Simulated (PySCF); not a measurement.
Computed shifts of a molecule C₄H₉FSi, HF/pcSseg-1 run with PySCF, GIAO, gas phase, atoms alike by connectivity averaged where their shifts nearly agree, in ppm (number of nuclei): ¹³C: 173.6 (1), 110.0 (1), 13.5 (1), 6.5 (1). ²⁹Si: -41.3 (1). ¹⁹F: -76.2 (1). ¹H: 7.52 (1), 5.19 (1), 4.65 (2), 1.70 (3), 1.02 (2). References: ¹³C against TMS (σ = 192.6 ppm); ²⁹Si against TMS (σ = 393.8 ppm); ¹⁹F against CFCl3 (σ = 238.5 ppm); ¹H against TMS (σ = 31.99 ppm), references at their B3LYP-D3(BJ)/def2-TZVP geometries, non-relativistic. Coordinates come from a PBE-D3(BJ)/def2-SVP optimisation. The values are those of a single conformer.

**Question.** Pick the molecule that these values belong to.
A. CC[SiH2]/C=C\F
B. C[C@]1([SiH3])C[C@H]1F
C. FC1([SiH3])CCC1
D. CC/C([SiH3])=C/F

**Answer.** A, CC[SiH2]/C=C\F
